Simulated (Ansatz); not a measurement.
Geometry optimisation, Ansatz, RKS PBE-D4/6-31G*.

Input file:

```yaml
crystal:
  periodic: [false, false, false]
  atoms:
    - { symbol: O, position_ang: [-0.9723, 0.0271, 1.7967] }
    - { symbol: Si, position_ang: [0.4028, -0.1999, 0.984] }
    - { symbol: Cl, position_ang: [0.5836, -2.2279, 0.8639] }
    - { symbol: C, position_ang: [-0.2206, 0.1713, -1.1775] }
    - { symbol: C, position_ang: [0.8388, 0.7229, -0.4583] }
    - { symbol: H, position_ang: [-1.7213, -0.5554, 1.5904] }
    - { symbol: H, position_ang: [-1.2717, 0.5016, -0.9372] }
    - { symbol: H, position_ang: [-0.1972, -0.8449, -1.5366] }
    - { symbol: H, position_ang: [0.818, 1.833, -0.2798] }
    - { symbol: H, position_ang: [1.8231, 0.5209, -0.8428] }
basis:
  gaussian: { orbitals: "6-31G*" }
hamiltonian:
  xc: pbe
  dispersion: d4
relax:
  f_tol: 0.015
  max_steps: 40
```

Launched with:

```bash
$ ansatz run input.yaml --threads 2 --pin off --max-ram 3072MiB --backend cpu --events-out ev --progress --plain --runs-dir out
```

Q: Where does it end, and by what steps?

A: The run converged. The force dipped under the threshold on the way, but the program's further checks kept it going. After 37 steps the energy has fallen by 1.094 eV; Si2 moved furthest, 0.68 Å. Parted: Si2–C4, Si2–C5.

```csv
step,energy less start (eV),largest force component (eV/Å),accepted
0,0.0000,3.996,yes
2,-0.6800,1.058,yes
4,-0.7276,0.176,yes
6,-0.7293,0.031,yes
8,-0.7298,0.074,yes
10,-0.7369,0.312,yes
12,-0.7958,0.724,yes
14,-0.9566,0.770,yes
16,-1.0431,0.768,yes
18,-1.0706,0.935,no
20,-1.0904,0.107,yes
22,-1.0924,0.040,yes
24,-1.0929,0.017,yes
26,-1.0931,0.019,yes
28,-1.0933,0.088,no
30,-1.0937,0.057,yes
32,-1.0940,0.040,no
34,-1.0942,0.030,yes
36,-1.0944,0.016,yes
37,-1.0944,0.012,yes
```

```xyz
10
Properties=species:S:1:pos:R:3
O -1.151 -0.099 1.991
Si 0.493 -0.206 1.655
Cl 0.642 -2.283 1.028
C -0.268 0.282 -1.306
C 0.858 0.850 -0.822
H -1.693 -0.888 1.780
H -1.226 0.812 -1.296
H -0.272 -0.744 -1.687
H 0.876 1.887 -0.471
H 1.825 0.336 -0.869
```

Time of the run: 76 s on 2 threads of Arm Neoverse V1, on a shared host, peak memory 0.15 GiB.
